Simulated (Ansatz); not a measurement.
Calculated with Ansatz (gas phase, PBE0-D4/def2-TZVP geometries, no zero-point term in ΔE). CCSD(T)/CBS adds triple-zeta CCSD(T) − MP2 to the extrapolated MP2 energy (def2 sets, frozen cores). This one scheme is used for every species. Elements past krypton have def2 core potentials. For Te outer-core shells are correlated without core-valence functions, which leaves a few kJ/mol of doubt a bond. Each species was taken in one conformer, which may not be the lowest.

`C[SiH2][Te]C` + H₂O → `C[Te][SiH2]O` + CH₄  (formal hydrolysis of the Si–C bond)

```
       species  CCSD(T)/CBS(def2) energy (Eh)
`C[SiH2][Te]C`                     -637.75508
           H₂O                      -76.37941
`C[Te][SiH2]O`                     -673.70558
           CH₄                      -40.46206
```

(1) Work out ΔE.

Largest T1 diagnostic among the species: 0.011.

Answers

(1) ΔE = (-673.70558) + (-40.46206) − (-637.75508) − (-76.37941) = -0.03315 Eh = -87.0 kJ/mol.

The D4 term adds +4.4 kJ/mol with B3LYP and +2.6 kJ/mol with PBE0; it sums over pairs of atoms, weighted by their polarisabilities, and B3LYP, whose exchange is more repulsive, gets the larger term. In def2-TZVPP, CCSD(T) changes the Hartree–Fock value by +16.7 kJ/mol (the triples alone add +1.7 kJ/mol) and MP2 by +15.9 kJ/mol.

B3LYP here is the variant with VWN-RPA as its local correlation; programs differ in this.
